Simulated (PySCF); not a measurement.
Positional isomers: propene cyano+boryl. Gas-phase values, no solvent. One relaxed conformer stands for each flexible species; it need not be the lowest. Strings in code marks are SMILES. All members: neutral, multiplicity 1. Level: CAM-B3LYP-D3(BJ)/def2-TZVP (PySCF), beside PBE-D3(BJ)/def2-TZVP // CAM-B3LYP-D3(BJ)/def2-TZVP (PySCF) at the same geometries.  Orbital energies are measured against the vacuum level.

```csv
species,"LUMO, PBE (eV)","LUMO, CAM-B3LYP-D3(BJ) (eV)"
`B/C(C)=C\C#N` (H–B–C–C torsion 0°),-3.88,withheld
`B/C(C#N)=C\C` (H–B–C–C torsion 179°),-3.71,-1.65
`B/C(C#N)=C/C` (H–B–C–C torsion 180°),-3.56,-1.49
"`B/C=C\CC#N` (H–B–C–C torsion 177°, C–C–C–C torsion 129°)",-3.56,-1.48
"`B/C=C/CC#N` (H–B–C–C torsion -1°, C–C–C–C torsion -130°)",-3.40,-1.29
"`BC/C=C/C#N` (H–B–C–C torsion -163°, B–C–C–C torsion 125°)",-2.93,-0.78
"`BC/C=C\C#N` (H–B–C–C torsion 165°, B–C–C–C torsion -122°)",-2.83,-0.68
```

Problem. Fit y = a + b·x, y being the LUMO at the first level, to the 6 complete rows by least squares, with x = the PBE value in eV. Give a, b and the rms residual, and predict the withheld value.

Solution. Means of the 6 rows: x̄ = -3.3317, ȳ = -1.2283 eV. Σ(x − x̄)² = 0.66508 and Σ(x − x̄)(y − ȳ) = 0.73612, so b = 1.107 and a = ȳ − b·x̄ = 2.460 eV. The rms residual is 0.008 eV. At x = -3.88 the line gives -1.84 eV, outside the range of the fitted rows. The run for `B/C(C)=C\C#N` (H–B–C–C torsion 0°) gave -1.87 eV, so the line is off by 0.03 eV, more than twice the rms residual.

Codes: PySCF.
